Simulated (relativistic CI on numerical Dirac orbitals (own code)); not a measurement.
# Ir2+: 4f photoemission

Computed with this model: Dirac-Coulomb-Breit CI, KLI orbitals optimised for each configuration, model QED, valence Slater integrals scaled by 0.7, multiplet model of photoemission in the sudden approximation; configurations [Xe] 4f14 5d7 → [Xe] 4f13 5d7; 80 K; Lorentzian 0.17 eV and Gaussian 0.5 eV FWHM. Energies are those of the free ion, without screening or charge transfer. The energies are binding energies and can lie tens of eV above those of solids. S is read from ⟨S²⟩ = S(S + 1).

Field parameters in Wybourne normalisation: D4h B²₀ = −7Ds, B⁴₀ = 21(Dq − Dt), B⁴₄ = 21√(5/14) Dq. The field is a parameter set, without covalency.

free ion: ground-state S = 1.38, centroid 89.46 eV. Peaks (eV, height): 87.9 (100), 91.4 (70).

D4h, 10Dq = 20350, Ds = -1500, Dt = -410 cm⁻¹: ground-state S = 0.60, centroid 89.70 eV. Peaks (eV, height): 88.3 (100), 91.3 (53).

Strongest unbroadened transitions for D4h, 10Dq = 20350, Ds = -1500, Dt = -410 cm⁻¹:

```
Energy (eV)  Relative strength
      87.90               67.9
      88.05               65.5
      88.09               32.0
      88.28              100.0
      88.33               33.4
      88.34               94.7
      88.45               30.8
      88.48               33.5
      88.52               67.3
      90.92               16.5
      90.94               13.0
      91.08               14.9
      91.12               23.5
      91.38               19.5
      91.48               19.4
      91.54               18.0
      91.57               12.1
      91.63               17.9
```
